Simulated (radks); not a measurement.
The numbers below are computed, except where a source is named.
Question: The mean radii <r> (bohr) of the occupied orbitals of an atom or ion are listed with their occupations. Code: a radial shooting solver on a logarithmic mesh with Libxc functionals. Model: scalar-relativistic Kohn-Sham, r2SCAN, spin-polarised, spherical densities, finite nucleus; meta-GGA in the generalised Kohn-Sham scheme; Fermi nuclear charge, rms radius of each element as measured or else 0.836 A^(1/3) + 0.57 fm.

| orbital | occ. | <r> |
|---|---|---|
| 1s | 2 | 0.05622 |
| 2s | 2 | 0.2543 |
| 2p | 6 | 0.2242 |
| 3s | 2 | 0.7065 |
| 3p | 6 | 0.7145 |

Name the element and its charge. Open shells, if any, are filled with parallel spins first.

Answer: Z = 27, cobalt, charge +9: Co9+ in [Ar]. The 1s radius gives Z: for a bare nucleus <r> = (2 gamma + 1)/(2Z) with gamma = sqrt(1 - (Z/c)^2), 0.05483 bohr for Z = 27, and screening makes it slightly larger (0.05622 here). The occupations add up to 18, and the charge is Z minus that.
